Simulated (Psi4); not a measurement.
CrF₂O₂, singlet, at a GFN2-xTB geometry (such geometries of metal compounds can be far from the true shape), atoms displaced at random by about 0.1 Å a coordinate. Base run: Psi4 1.11 with PBE0/STO-3G.

Psi4 was given this input:
```
memory 2 GB

molecule {
0 1
Cr    0.07895640    0.08989598    0.09044885
O     1.16235585   -0.35859083   -0.82931029
O     0.59156196    0.17722725    1.58127830
F    -0.78720350    1.56736194   -0.34952145
F    -1.09686057   -1.17537099   -0.13761552
}

set {
  basis sto-3g
}

optimize('pbe0')
print_variables()
```

Variants of this job, named by their change:

```tsv
change	ΔE vs base (kcal/mol)	optimiser steps	core-seconds (rough)
base	0.000	9	30
hess_update = powell	0.000	11	40
opt_coordinates = cartesian	0.000	11	40
intrafrag_hess = lindh	0.000	11	30
intrafrag_hess = fischer	0.000	11	30
hess_update = none	0.000	19	50
g_convergence = turbomole	0.000	9	30
```
